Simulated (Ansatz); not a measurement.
Wavefunction ladder for FH2In (`[F][InH2]`)

Cartesian coordinates in Å:
```
F -0.349 0.244 -1.715
In 0.038 -0.027 0.188
H 1.422 -1.000 0.379
H -1.111 0.783 1.148
```

Total charge 0; spin multiplicity 1. Correlated methods include outer-core shells of In, which these sets cover unevenly. In takes the def2 core potential. Geometry: relaxed with PBE0-D4/def2-TZVP. Frozen core, restricted reference, Ansatz 0.2.0.

```json
{"basis": "def2-SVP", "HF (Eh)": "-289.72530", "MP2 corr.": "-0.28200", "CCSD corr.": "-0.29924", "(T)": "-0.00537", "CCSD(T) total": "-290.02991"}
{"basis": "def2-TZVPP", "HF (Eh)": "-289.86485", "MP2 corr.": "-0.54702", "CCSD corr.": "-0.55171", "(T)": "-0.01497", "CCSD(T) total": "-290.43153"}
{"basis": "def2-QZVPP", "HF (Eh)": "-289.87177", "MP2 corr.": "-0.76073", "CCSD corr.": "-0.73975", "(T)": "-0.02077", "CCSD(T) total": "-290.63229"}
```
